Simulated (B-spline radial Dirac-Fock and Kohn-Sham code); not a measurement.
# Elastic and transport cross sections of hydrogen for electrons

Level of theory: relativistic (Dirac) partial waves in the static field of the Dirac-Fock atom with Furness-McCarthy exchange, without polarisation or absorption potentials; a B-spline atomic structure program. σ_tr1 and σ_tr2 weight the cross section with 1 − P₁ and 1 − P₂ of cos θ; "backward" is the share scattered beyond 90°.

```tsv
energy (eV)	σ (a₀²)	σ_tr1 (a₀²)	σ_tr2 (a₀²)	σ/σ_tr1	backward (%)
903	0.113	0.00641	0.0149	17.7	0.65
979	0.104	0.00554	0.0130	18.8	0.60
1000	0.102	0.00533	0.0125	19.1	0.59
1100	0.0926	0.00449	0.0106	20.6	0.53
1210	0.0841	0.00378	0.00896	22.2	0.48
1340	?	?	?	?	?
1500	0.0677	0.00257	0.00614	26.4	0.39
1740	0.0583	0.00196	0.00473	29.7	0.33
1920	0.0528	0.00164	0.00397	32.2	0.30
2000	0.0507	0.00152	0.00370	33.2	0.29
2070	0.0489	0.00143	0.00348	34.2	0.28
2170	0.0467	0.00131	0.00320	35.5	0.27
2710	0.0374	0.000877	0.00215	42.6	0.21
2860	0.0354	0.000795	0.00196	44.6	0.20
3000	0.0338	0.000729	0.00180	46.3	0.19
3810	0.0266	0.000471	0.00117	56.5	0.15
5000	0.0203	0.000286	0.000719	71.0	0.11
5910	0.0172	0.000211	0.000532	81.8	0.097
5980	0.0170	0.000206	0.000521	82.6	0.096
```

**Question.** Fill in the row for 1.34 keV.

**Answer.** σ = 0.0758 a₀², σ_tr1 = 0.00315 a₀², σ_tr2 = 0.00749 a₀², σ/σ_tr1 = 24.1, backward 0.44 %. The ratio σ/σ_tr1 is roughly the number of elastic collisions that randomise the direction.

Values without a named source are computed, but for edge energies of neutral atoms, which are taken from tables.
